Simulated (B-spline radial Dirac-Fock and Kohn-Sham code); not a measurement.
Method: the Dirac equation of a negative muon with reduced mass in the field of a spherical finite nucleus, with the Uehling potential to all orders; nuclear polarisation, deformation, hyperfine structure, self-energy, higher-order vacuum polarisation, relativistic recoil and electron screening are left out. Computed with a radial finite-basis atomic code. The nuclear charge is a Fermi distribution (skin thickness 2.3 fm).

Problem. A muonic atom of atomic mass 166.93 u emits these computed lines: 2p3/2 → 1s1/2 4912 keV, 3d5/2 → 2p3/2 1775 keV, 4f7/2 → 3d5/2 642.3 keV, 5g9/2 → 4f7/2 295.6 keV. Which element is it, and what rms charge radius was used?

Solution. Erbium (Z = 68, nuclide ¹⁶⁷Er); the high transitions hardly feel the nucleus and fix Z. The 2p → 1s line lies 5703 keV below the value for a point nucleus without QED, which for this nuclear model gives a radius near 5.26 fm (5.256 fm was used).
